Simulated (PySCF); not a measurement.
Method: PBE0/[Zn def2-TZVP, H def2-TZVP], no relativity, density fitting, PySCF. Open shells, if any, are unrestricted.

Q: What shape and geometry does isolated singlet ZnH2 take (every ligand bound to Zn)?

A: Counting electrons, zinc keeps none of its valence electrons outside its bonds, so the VSEPR class is AX2 and the expected shape is linear (D∞h), as computed. The lowest minimum found is a singlet of D∞h symmetry with Zn–H 1.545 Å (×2); H–Zn–H 180.0°. Its harmonic wavenumbers are 652 (πu), 1898 (σu+), 1900 (σg+) cm⁻¹ and its dipole moment is 0.00 D.
